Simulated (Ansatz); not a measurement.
System: H$_{3}$SiO, charge 0, doublet. H3SiO (SMILES [SiH3][O], doublet).
B3LYP-D3(BJ)/def2-TZVP minimum from Ansatz (an electronic-structure program):
```
Si
O 1 1.6579
H 1 1.4810 2 112.66
H 1 1.4810 3 110.22 2 126.77
H 1 1.4912 3 110.25 4 121.94
```
Charge 0, spin multiplicity 2.

Total energies in hartree (Ansatz). Open shells are spin-unrestricted; no spin-orbit coupling. Correlated methods leave the cores frozen. No relativity. Where a partner has so few electrons that a lower coupled-cluster level is exact, that level stands in.

```tsv
species	HF/cc-pV(T+d)Z	CCSD(T)/cc-pV(T+d)Z	HF/cc-pV(Q+d)Z	CCSD(T)/cc-pV(Q+d)Z	CCSDT(Q)/cc-pV(T+d)Z
1: H3SiO (SMILES [O][SiH3], doublet)	-365.56711	-365.92715	-365.57757	-365.96269	-365.92871
2: O (triplet)	-74.81176	-74.97396	-74.81729	-74.99357	-74.97430
3: Si (triplet)	-288.85649	-288.93344	-288.85845	-288.93781	-288.93426
4: H (doublet)	-0.49981	-0.49981	-0.49995	-0.49995	-0.49981
```

Question: Work out the atomisation energy (electronic, to ground-state atoms) in kJ/mol: take Hartree-Fock from cc-pV(Q+d)Z, extrapolate the CCSD(T) correlation energy as X^-3 (X = 3, 4), and add CCSDT(Q) - CCSD(T) in cc-pV(T+d)Z. 1 hartree = 2625.5 kJ/mol.

Answer: 
Species 1: correlation (64·(-0.38512) - 27·(-0.36004))/37 = -0.40342; step -0.00156; E1 = -365.57757 + (-0.40342) + (-0.00156) = -365.98255
Species 2: correlation (64·(-0.17628) - 27·(-0.16220))/37 = -0.18655; step -0.00034; E2 = -74.81729 + (-0.18655) + (-0.00034) = -75.00418
Species 3: correlation (64·(-0.07936) - 27·(-0.07695))/37 = -0.08112; step -0.00082; E3 = -288.85845 + (-0.08112) + (-0.00082) = -288.94039
Species 4: correlation (64·(0.00000) - 27·(0.00000))/37 = 0.00000; step +0.00000; E4 = -0.49995 + (0.00000) + (+0.00000) = -0.49995
-1·E1 +1·E2 +1·E3 +3·E4 = 0.53813 hartree = 1412.9 kJ/mol.
